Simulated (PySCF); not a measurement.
**Electron correlation in Ga⁺ (gallium, charge +1)**

[Ar] 3d10 4s2, closed-shell 1S. Computed with PySCF 2.14 in pcseg-2 (6s5p3d1f, 43 functions), with no relativity, point nucleus. Frozen: [Ar] 3d10; 2 electrons correlated.

Total MP2 correlation energy: -26.10 mhartree.

Same-spin part 0.00 and opposite-spin part -26.10 mhartree; SCS-MP2 scales them by 1/3 and 6/5 to -31.32 mhartree.

With two correlated electrons CCSD is exact within the correlated space (frozen core and kept virtual orbitals).

```tsv
level	correlation energy (mhartree)
CCSD	-36.82
```

Diagnostics: T1 = 0.0055, D1 = 0.0078, largest double amplitude 0.099.

Cost of the coupled-cluster step: 0.1 s of wall time on 1 thread of Neoverse-V1 (shared host), for 2 correlated electrons.

Iterations:

```
CC2 = 0
CCSD nocc = 1, nmo = 29
frozen orbitals [0, 1, 2, 3, 4, 5, 6, 7, 8, 9, 10, 11, 12, 13]
max_cycle = 100
direct = 0
conv_tol = 1e-08
conv_tol_normt = 1e-06
diis_space = 8
diis_start_cycle = 0
Init t2, MP2 energy = -1923.05336826789  E_corr(MP2) -0.0261041402382465
Init E_corr(CCSD) = -0.0261041402396428
cycle = 1  E_corr(CCSD) = -0.0324538247159539  dE = -0.00634968448  norm(t1,t2) = 0.0432439
cycle = 2  E_corr(CCSD) = -0.0348842279159366  dE = -0.0024304032  norm(t1,t2) = 0.0193122
cycle = 3  E_corr(CCSD) = -0.0368456824568468  dE = -0.00196145454  norm(t1,t2) = 0.00894896
cycle = 4  E_corr(CCSD) = -0.0368217104686435  dE = 2.39719882e-05  norm(t1,t2) = 0.000346376
cycle = 5  E_corr(CCSD) = -0.0368262623460367  dE = -4.55187739e-06  norm(t1,t2) = 3.14569e-05
cycle = 6  E_corr(CCSD) = -0.0368237357896713  dE = 2.52655637e-06  norm(t1,t2) = 8.75822e-06
cycle = 7  E_corr(CCSD) = -0.0368242716804875  dE = -5.35890816e-07  norm(t1,t2) = 2.19347e-06
cycle = 8  E_corr(CCSD) = -0.036824217036691  dE = 5.46437965e-08  norm(t1,t2) = 2.51461e-07
cycle = 9  E_corr(CCSD) = -0.0368242162402023  dE = 7.96488653e-10  norm(t1,t2) = 8.04393e-09
CCSD converged
E(CCSD) = -1923.064088343889  E_corr = -0.03682421624020234
```
